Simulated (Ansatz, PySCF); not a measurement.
Dimer: H2S (SMILES S) (first 3 atoms) with C3H4 (SMILES C=C=C); geometry from B3LYP-D3(BJ)/def2-TZVP, rigid monomers moved along the line of their centres of mass till H3···C5 is 2.39 Å.
(charge 0, multiplicity 1):
```tsv
atom	x (Å)	y (Å)	z (Å)
S	0.1790	0.1532	-0.4999
H	0.3179	-1.1798	-0.4205
H	0.6680	0.3345	0.7400
C	-1.2247	-0.2942	2.8233
C	0.0322	-0.0296	3.0201
C	1.2933	0.2385	3.1988
H	-1.8809	-0.5530	3.6461
H	-1.6497	-0.2591	1.8263
H	1.6313	1.2489	3.3990
H	2.0457	-0.5413	3.1649
```

Monomers are frozen at their geometry in the pair; levels with a basis set take the counterpoise correction. Rows marked so take none.

Rows in 6-311+G**, STO-3G carry no dispersion term and start afresh at each structure.

The values were computed with Ansatz (a quantum-chemistry and plane-wave program) with Gaussian orbitals; PySCF for 6-311+G** rows, STO-3G rows, the dispersion terms. 

Task: One of these levels gives -78.1 meV for the interaction energy. Name it.
A. HF/STO-3G (no counterpoise)
B. B3LYP/def2-TZVPPD
C. B3LYP/6-311+G** (no counterpoise)
D. B3LYP-D3(BJ)/def2-TZVPPD

Result: D, B3LYP-D3(BJ)/def2-TZVPPD. The others give 82.2 (HF/STO-3G (no counterpoise)), 22.3 (B3LYP/6-311+G** (no counterpoise)), 38.1 (B3LYP/def2-TZVPPD)
